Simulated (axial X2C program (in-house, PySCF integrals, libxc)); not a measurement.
**What spin–orbit coupling does to TaCl⁺**

Computed with an in-house relativistic program for diatomic molecules. Spin-free means the one-electron spin-free X2C Hamiltonian; two-component (2c) means X2C with spin–orbit coupling and atomic mean-field two-electron Coulomb and Gaunt terms, so the difference of the two also holds small scalar two-electron terms. Basis: Ta dyall-cv3z [13s14p9d7f4g], Cl dyall-av3z [9s8p3d2f] (cores contracted in-house); Gaussian nuclei, density fitting, unrestricted open shells. Masses: Ta 180.948 u, Cl 34.969 u.

Spin-free state: M_S = 3/2, Λ = 0 (beyond evenly filled blocks: σα, δ+α, δ-α); fragments Ta+ + Cl.

```csv
level,Re (Å),ωe (cm⁻¹),De (eV),μ (D)
PBE0,2.155,483.5,4.716,-2.68
PBE,2.163,471.6,5.100,-2.03
```

Dipoles are positive if Cl is the positive end and refer to the centre of mass.

Two-component determinant lowest at the distance of the search:

Ω = 3/2 (⟨Sz⟩ = 1.48, ⟨Lz⟩ = 0.02 at PBE0); fragments Ta+ + Cl.

```csv
level,Re (Å),ωe (cm⁻¹),μ (D)
PBE0,2.156,482.4,-2.69
PBE,2.163,470.7,-2.04
```

(1) From the two tables, how do the constants change at the PBE0 level (2c against spin-free)?

The state is one determinant whose occupation by symmetry is held fixed; it was picked as the lowest of a PBE0 search that is not exhaustive. Dissociation energies refer to the lowest single-determinant-based atoms at the same level and basis. De is not given where an atomic determinant may have missed its ground term or J level, or where the truncated virtual space spoils (T). Density functionals use the spin component along the axis (collinear). Other states lie close and PBE0, whose exact exchange favours high spin, may order them wrongly; the determinant shown need not be the ground state. The nearest other spin-free determinant of the search, M_S = 1/2, Λ = 2, lies 0.95 eV up at the distance of the search. Without a current term, density functionals place determinants with orbital angular momentum somewhat too high. With several unpaired electrons one determinant need not be a pure state. At some level and bond length an empty orbital lies below a filled one. This is the top spin component of a Σ state; components of lower Ω are not single determinants and can lie lower.

Answers

(1) At the PBE0 level Re is unchanged within 0.001 Å and ωe goes down by 1.1 cm⁻¹.
